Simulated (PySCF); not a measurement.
F₆Si₂, SMILES F[Si](F)(F)[Si](F)(F)F.

Geometry optimised at PBE0-D3(BJ)/def2-SVP. One conformer was computed; it need not be the lowest.

Two levels are set side by side: TDA-PBE/def2-SVPD (PySCF) and TDA-ωB97X/def2-SVPD (PySCF). Vertical, same geometry. The lowest singlet is HOMO→LUMO+1 92 % with PBE and HOMO→LUMO+1 95 % with the other functional; states are paired by order. Differences are taken from unrounded values.

| quantity | TDA-ωB97X |
|---|---|
| lowest singlet excitation (eV) | 8.87 |
| lowest triplet excitation (TDA) (eV) | 7.31 |
| first bright state (f over 0.05) (eV) | 8.87 |
| its oscillator strength | 0.17 |

Question: What does TDA-PBE give, and how far is it from TDA-ωB97X? (The exact figures need the calculation; the answer reports its results.)

Answer: 
| quantity | TDA-PBE | TDA-PBE minus TDA-ωB97X |
|---|---|---|
| lowest singlet excitation (eV) | 7.95 | -0.92 |
| lowest triplet excitation (TDA) (eV) | 6.64 | -0.68 |
| first bright state (f over 0.05) (eV) | 7.95 | -0.92 |
| its oscillator strength | 0.11 | -0.06 |

A lower first singlet is the usual sign of a functional without exact exchange. Differences between two approximate levels are no errors against the true value.

Rough cost on one machine, each run with all the roots and properties that it gave: TDA-ωB97X against TDA-PBE about 6 times.
